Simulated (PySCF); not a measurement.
Computed IR spectrum (relative IR intensity) of a molecule C2H6N2Si. Coordinates come from a PBE-D3(BJ)/def2-SVP optimisation. Other conformers were not sampled. Method: PBE-D3(BJ)/def2-SVP (PySCF). Frequencies are harmonic and unscaled.

Lines under 2 % of the strongest are left out, and lines within 2 cm⁻¹ are merged.

| ν (cm⁻¹) | relative intensity |
|---|---|
| 250 | 5.2 |
| 329 | 24 |
| 371 | 13 |
| 402 | 53 |
| 442 | 71 |
| 582 | 20 |
| 688 | 11 |
| 696 | 9.5 |
| 732 | 15 |
| 756 | 4.8 |
| 793 | 9.3 |
| 870 | 100 |
| 931 | 71 |
| 1480 | 26 |
| 1487 | 9.0 |
| 2077 | 9.1 |
| 2138 | 60 |
| 3389 | 16 |
| 3486 | 6.8 |
| 3493 | 8.8 |
| 3586 | 7.4 |
| 3596 | 8.2 |

Which molecule gave these data?
(A) N#CC[SiH2]N
(B) C#C[SiH](N)N
(C) N[Si@H]1C=NC1

B, C#C[SiH](N)N
